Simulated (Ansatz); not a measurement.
Input file for Ansatz (a first-principles code): R-revPBE/def2-TZVPP on C2H6OSi (SMILES C=C[SiH2]O).

Ansatz 0.2 input:
```yaml
crystal:
  periodic: [false, false, false]
  atoms:
    - {symbol: C, position_ang: [1.63479225, 0.06455793, 0.61276716]}
    - {symbol: C, position_ang: [0.74132884, 0.30750735, -0.34592502]}
    - {symbol: Si, position_ang: [-0.93714470, -0.49208860, -0.38171579]}
    - {symbol: O, position_ang: [-2.16327568, 0.61896498, -0.33313324]}
    - {symbol: H, position_ang: [1.42125089, -0.61839085, 1.42907214]}
    - {symbol: H, position_ang: [2.61635909, 0.52727834, 0.62714504]}
    - {symbol: H, position_ang: [1.01599455, 1.00223507, -1.13726948]}
    - {symbol: H, position_ang: [-1.16038376, -1.22542502, -1.64485240]}
    - {symbol: H, position_ang: [-0.99503843, -1.42382883, 0.77371149]}
    - {symbol: H, position_ang: [-2.17388304, 1.23918963, 0.40020007]}
basis:
  gaussian:
    orbitals: def2-TZVPP
hamiltonian:
  xc: {name: revPBE}
scf: {lower_state_search: off}
```

**Question.** What total energy does the run end on?

**Answer.** -444.5206 hartree.
